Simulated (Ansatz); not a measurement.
Relaxation of the cluster Na₃S⁺ with UKS PBE0-D4/def2-TZVP.

```sh
$ ansatz run in.yaml --threads 4 --pin off --events-out ev --progress --plain --max-ram 3916MiB
```

```yaml
crystal:
  periodic: [false, false, false]
  atoms:
    - {symbol: Na, position_ang: [2.258044, 0.643842, -0.812555]}
    - {symbol: Na, position_ang: [-1.307238, -1.735086, -1.208845]}
    - {symbol: Na, position_ang: [-0.948661, 1.089133, 2.023198]}
    - {symbol: S, position_ang: [-0.002135, 0.002111, -0.001788]}
basis:
  gaussian: {orbitals: def2-TZVP}
total_charge: 1
magnetization: {spin_polarized: true, initial_magnetization: 4}
hamiltonian: {xc: pbe0, dispersion: d4}
scf: {lower_state_search: "off"}
output: {orbitals: {seedname: orbitals}}
relax: {f_tol: 0.02, max_steps: 100}
```

It took 29 s on 4 threads of AMD EPYC 9R45 on a shared host, peak host memory 0.55 GiB.

Positions (Å) and forces (eV/Å) at steps 1, 2, 3, 4, 5, 6, 7, 8, 9, 10, 11, 12, 13, 14, 15, 16, 17, 18, 19, 20, 21, 22, 25, 28, 29, 31, 32, 34, 35, 37, 39 of 39:

```xyz
4
step=1 energy=-24061.9836 eV
Na    2.258    0.644   -0.813    1.668    0.436   -0.645
Na   -1.307   -1.735   -1.209   -0.796   -1.070   -0.748
Na   -0.949    1.089    2.023   -0.765    0.803    1.543
S    -0.002    0.002   -0.002   -0.107   -0.169   -0.151
4
step=2 energy=-24062.7513 eV
Na    2.428    0.681   -0.887    1.087    0.288   -0.415
Na   -1.390   -1.847   -1.288   -0.428   -0.574   -0.400
Na   -1.035    1.166    2.180   -0.498    0.529    1.013
S    -0.004    0.000   -0.004   -0.160   -0.243   -0.198
4
step=3 energy=-24063.2490 eV
Na    2.603    0.723   -0.959    0.744    0.207   -0.271
Na   -1.460   -1.943   -1.355   -0.265   -0.352   -0.244
Na   -1.120    1.247    2.341   -0.333    0.373    0.701
S    -0.023   -0.028   -0.027   -0.146   -0.228   -0.186
4
step=4 energy=-24063.6126 eV
Na    2.773    0.771   -1.021    0.632    0.189   -0.214
Na   -1.527   -2.030   -1.415   -0.174   -0.227   -0.154
Na   -1.195    1.331    2.499   -0.275    0.331    0.608
S    -0.051   -0.071   -0.063   -0.183   -0.293   -0.240
4
step=5 energy=-24063.9073 eV
Na    2.941    0.820   -1.078    0.414    0.137   -0.124
Na   -1.579   -2.098   -1.461   -0.148   -0.186   -0.123
Na   -1.268    1.417    2.658   -0.137    0.186    0.330
S    -0.094   -0.140   -0.120   -0.129   -0.137   -0.083
4
step=6 energy=-24064.0575 eV
Na    3.119    0.893   -1.114    0.200    0.071   -0.053
Na   -1.661   -2.190   -1.515   -0.097   -0.120   -0.078
Na   -1.313    1.499    2.793   -0.070    0.104    0.180
S    -0.145   -0.202   -0.163   -0.033   -0.055   -0.048
4
step=7 energy=-24064.1451 eV
Na    3.293    0.979   -1.131    0.108    0.040   -0.027
Na   -1.765   -2.307   -1.585   -0.049   -0.054   -0.032
Na   -1.343    1.594    2.933   -0.040    0.058    0.100
S    -0.186   -0.267   -0.217   -0.020   -0.044   -0.042
4
step=8 energy=-24064.1887 eV
Na    3.471    1.071   -1.145    0.053    0.022   -0.010
Na   -1.913   -2.410   -1.606   -0.036   -0.023   -0.003
Na   -1.398    1.646    3.037   -0.032    0.028    0.058
S    -0.160   -0.306   -0.286    0.016   -0.027   -0.045
4
step=9 energy=-24064.2226 eV
Na    3.604    1.157   -1.134    0.020    0.012    0.001
Na   -2.093   -2.455   -1.533   -0.073   -0.033    0.012
Na   -1.472    1.624    3.064   -0.040    0.005    0.035
S    -0.039   -0.327   -0.397    0.094    0.016   -0.048
4
step=10 energy=-24064.2514 eV
Na    3.765    1.242   -1.144   -0.008    0.000    0.005
Na   -2.270   -2.509   -1.474    0.019    0.072    0.074
Na   -1.561    1.609    3.109   -0.043   -0.018    0.009
S     0.066   -0.342   -0.491    0.033   -0.053   -0.088
4
step=11 energy=-24064.2914 eV
Na    3.859    1.289   -1.153   -0.019   -0.007    0.004
Na   -2.360   -2.433   -1.317    0.014    0.083    0.092
Na   -1.666    1.525    3.082   -0.052   -0.043   -0.015
S     0.167   -0.382   -0.611    0.057   -0.034   -0.081
4
step=12 energy=-24064.3417 eV
Na    3.914    1.316   -1.161   -0.022   -0.011    0.001
Na   -2.417   -2.336   -1.157    0.012    0.102    0.117
Na   -1.759    1.427    3.026   -0.062   -0.069   -0.040
S     0.262   -0.406   -0.708    0.072   -0.022   -0.078
4
step=13 energy=-24064.4054 eV
Na    3.924    1.319   -1.165   -0.019   -0.012   -0.002
Na   -2.440   -2.222   -1.001    0.003    0.118    0.143
Na   -1.839    1.328    2.962   -0.071   -0.095   -0.067
S     0.355   -0.425   -0.797    0.087   -0.010   -0.073
4
step=14 energy=-24064.4805 eV
Na    3.913    1.311   -1.168   -0.011   -0.010   -0.006
Na   -2.445   -2.101   -0.848    0.003    0.137    0.166
Na   -1.913    1.226    2.890   -0.077   -0.118   -0.091
S     0.445   -0.436   -0.874    0.085   -0.008   -0.070
4
step=15 energy=-24064.5623 eV
Na    3.898    1.299   -1.172    0.001   -0.006   -0.009
Na   -2.444   -1.978   -0.696    0.019    0.153    0.175
Na   -1.985    1.121    2.811   -0.079   -0.129   -0.103
S     0.531   -0.442   -0.942    0.059   -0.017   -0.062
4
step=16 energy=-24064.5766 eV
Na    4.013    1.349   -1.194   -0.011   -0.016   -0.013
Na   -2.537   -1.969   -0.620    0.132    0.204    0.157
Na   -2.110    1.101    2.876   -0.066   -0.138   -0.124
S     0.634   -0.481   -1.062   -0.056   -0.050   -0.020
4
step=17 energy=-24064.6221 eV
Na    3.991    1.288   -1.256   -0.001   -0.010   -0.012
Na   -2.424   -1.869   -0.578    0.082    0.177    0.160
Na   -2.240    1.065    2.925   -0.051   -0.133   -0.128
S     0.673   -0.484   -1.090   -0.030   -0.034   -0.020
4
step=18 energy=-24064.6774 eV
Na    3.976    1.246   -1.298    0.015   -0.002   -0.013
Na   -2.335   -1.731   -0.473   -0.064    0.066    0.128
Na   -2.347    0.985    2.902   -0.040   -0.083   -0.074
S     0.706   -0.499   -1.130    0.090    0.018   -0.041
4
step=19 energy=-24064.7079 eV
Na    4.037    1.249   -1.339    0.019   -0.001   -0.015
Na   -2.364   -1.622   -0.318   -0.025   -0.057   -0.053
Na   -2.482    0.885    2.875   -0.037    0.051    0.089
S     0.809   -0.513   -1.219    0.043    0.008   -0.021
4
step=20 energy=-24064.7122 eV
Na    4.102    1.251   -1.384    0.010   -0.008   -0.017
Na   -2.359   -1.609   -0.307    0.094    0.096    0.052
Na   -2.630    0.900    3.000   -0.022   -0.063   -0.063
S     0.887   -0.543   -1.309   -0.083   -0.025    0.028
4
step=21 energy=-24064.7245 eV
Na    4.172    1.239   -1.451    0.009   -0.009   -0.017
Na   -2.304   -1.514   -0.230    0.080    0.042   -0.005
Na   -2.807    0.853    3.069   -0.020   -0.021   -0.011
S     0.939   -0.578   -1.387   -0.069   -0.013    0.033
4
step=22 energy=-24064.7373 eV
Na    4.239    1.194   -1.555    0.008   -0.008   -0.015
Na   -2.209   -1.437   -0.203    0.020    0.007   -0.006
Na   -2.983    0.813    3.144   -0.021   -0.004    0.010
S     0.952   -0.569   -1.386   -0.007    0.005    0.011
4
step=25 energy=-24064.7592 eV
Na    4.490    1.041   -1.923   -0.006   -0.010   -0.008
Na   -2.055   -1.242   -0.070    0.008    0.014    0.012
Na   -3.514    0.634    3.303   -0.009   -0.012   -0.008
S     1.080   -0.433   -1.310    0.007    0.008    0.005
4
step=28 energy=-24064.7751 eV
Na    4.659    0.838   -2.296   -0.011   -0.007   -0.001
Na   -1.861   -0.971    0.128   -0.003    0.025    0.033
Na   -4.047    0.393    3.385    0.015   -0.019   -0.035
S     1.249   -0.260   -1.217   -0.001    0.002    0.003
4
step=29 energy=-24064.7780 eV
Na    4.706    0.769   -2.415   -0.012   -0.007    0.001
Na   -1.784   -0.861    0.209   -0.019    0.028    0.048
Na   -4.220    0.304    3.398    0.031   -0.023   -0.050
S     1.298   -0.212   -1.193    0.000    0.001    0.002
4
step=31 energy=-24064.7828 eV
Na    4.765    0.659   -2.595   -0.015   -0.006    0.003
Na   -1.662   -0.654    0.378   -0.036    0.018    0.049
Na   -4.469    0.146    3.381    0.040   -0.016   -0.049
S     1.365   -0.151   -1.165    0.010    0.004   -0.002
4
step=32 energy=-24064.7845 eV
Na    4.780    0.600   -2.678   -0.015   -0.006    0.004
Na   -1.604   -0.552    0.464   -0.041    0.015    0.048
Na   -4.573    0.067    3.358    0.047   -0.013   -0.050
S     1.398   -0.115   -1.144    0.009    0.004   -0.002
4
step=34 energy=-24064.7877 eV
Na    4.771    0.466   -2.838   -0.015   -0.003    0.007
Na   -1.500   -0.359    0.628   -0.046    0.008    0.043
Na   -4.735   -0.092    3.276    0.050   -0.006   -0.044
S     1.465   -0.014   -1.066    0.011    0.002   -0.006
4
step=35 energy=-24064.7883 eV
Na    4.763    0.424   -2.883   -0.015   -0.003    0.008
Na   -1.467   -0.297    0.682   -0.048    0.005    0.041
Na   -4.779   -0.142    3.245    0.053   -0.004   -0.043
S     1.483    0.014   -1.044    0.011    0.001   -0.006
4
step=37 energy=-24064.7900 eV
Na    4.741    0.355   -2.954   -0.015   -0.002    0.008
Na   -1.406   -0.168    0.798   -0.043   -0.001    0.030
Na   -4.836   -0.236    3.169    0.039    0.000   -0.028
S     1.502    0.049   -1.014    0.019    0.003   -0.011
4
step=39 energy=-24064.7912 eV
Na    4.715    0.285   -3.022   -0.016   -0.001    0.010
Na   -1.370   -0.064    0.900   -0.018   -0.002    0.011
Na   -4.871   -0.319    3.092    0.017    0.001   -0.010
S     1.526    0.098   -0.970    0.017    0.001   -0.010
```

In the quintet geometry the species has come apart into loosely held pieces. The relaxation made no stability test and no search for a lower SCF solution. At PBE0-D4/def2-TZVP a singlet of charge 1 lies 6.14 eV below the quintet, each at its own geometry. The structure comes from a short search, and lower isomers may exist.
